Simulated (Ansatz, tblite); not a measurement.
Removing and adding an electron: `C#CCCCCc1ccc(-c2ccccc2)cc1`. Charge 0, multiplicity 1. Geometry: PBE-D4/def2-SVP. Ansatz, gas phase; energy differences of separate SCF runs; the oxidised species was run as a doublet alone; the reduced species was run as a doublet alone.

Cartesian coordinates in Å:
```
C 3.666 -1.254 -4.620
C 2.649 -0.580 -4.547
C 1.445 0.239 -4.433
C 1.320 0.975 -3.084
C 0.065 1.846 -3.007
C -0.098 2.601 -1.672
C -0.314 1.692 -0.484
C -1.595 1.181 -0.191
C -1.801 0.305 0.881
C -0.729 -0.102 1.707
C -0.944 -1.028 2.845
C -2.130 -0.978 3.613
C -2.332 -1.853 4.689
C -1.352 -2.802 5.022
C -0.168 -2.865 4.269
C 0.033 -1.989 3.195
C 0.554 0.411 1.413
C 0.755 1.289 0.341
H 4.562 -1.854 -4.691
H 0.549 -0.403 -4.587
H 1.428 0.979 -5.265
H 1.320 0.228 -2.263
H 2.225 1.602 -2.929
H 0.080 2.588 -3.836
H -0.835 1.214 -3.178
H 0.800 3.232 -1.500
H -0.959 3.297 -1.763
H -2.450 1.474 -0.821
H -2.809 -0.092 1.069
H -2.893 -0.220 3.378
H -3.260 -1.788 5.277
H -1.510 -3.489 5.866
H 0.604 -3.611 4.516
H 0.952 -2.066 2.593
H 1.406 0.137 2.054
H 1.765 1.683 0.146
```

The xTB rows come from tblite. Single mean-field runs in def2-TZVP are fitted with def2-universal-jkfit. HOMO above LUMO, or a gap near zero within one spin, warns that the state may not be the lowest or that an electron is smeared out.

| level | −HOMO (eV) | vertical IE (eV) | −LUMO (eV) | vertical EA (eV) | HOMO–LUMO gap (eV) | IE − EA (eV) | remarks |
| --- | --- | --- | --- | --- | --- | --- | --- |
| GFN1-xTB | 11.27 | 13.29 | 7.80 | 5.54 | 3.48 | 7.75 | – |
| GFN2-xTB | 10.24 | 12.25 | 6.73 | 4.41 | 3.51 | 7.83 | – |
| PBE-D4/def2-TZVP | 5.55 | 7.55 | 1.84 | -0.10 | 3.70 | 7.64 | HOMO above zero (-1 doublet), gap within one spin near zero (+1 doublet) |
| r2SCANh-D4/def2-TZVP | 6.01 | 7.70 | 1.41 | -0.23 | 4.60 | 7.93 | HOMO above zero (-1 doublet) |
| PBE0-D4/def2-TZVP | 6.41 | 7.82 | 1.03 | -0.27 | 5.38 | 8.09 | HOMO above zero (-1 doublet) |

   A HOMO above zero means that the electron is unbound at that level or that self-interaction error raises the level; the energy of removing that electron tells which. Raw xTB energy differences between charge states are shifted by several eV; the methods need an empirical correction for them. Sets without diffuse functions give affinities that are too small. A negative affinity means that the extra electron isn't bound; its size then hangs on the basis.
